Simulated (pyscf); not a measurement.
PySCF, gas phase, ωB97X-D3(BJ)/def2-SVP geometries.

Task: For the elementary gas-phase step cyclic C₃H₅ (SMILES [CH]1CC1) [doublet] → •H₂C–CH=CH₂ (doublet surface; C–C broken, none formed), what barrier and reaction energy does B3LYP-D3(BJ)/def2-TZVP give, measured from the reactant's lowest minimum found?

Result: ΔE‡ = 22.7 kcal/mol, ΔE = -31.2 kcal/mol. CCSD(T)/def2-TZVPP + ΔMP2(QZVPP) gives 24.9 kcal/mol and -28.7 kcal/mol. Zero-point energy shifts the barrier by -2.0 kcal/mol. It is a ring opening, with an imaginary mode of 1047i cm⁻¹. This is the saddle that the search found; another between the same sides may lie lower. The CCSD(T) − MP2 part came from Ansatz, without density fitting, on the same reference. A UHF reference is spin-contaminated (<S²> up to 1.15), which harms MP2 most.
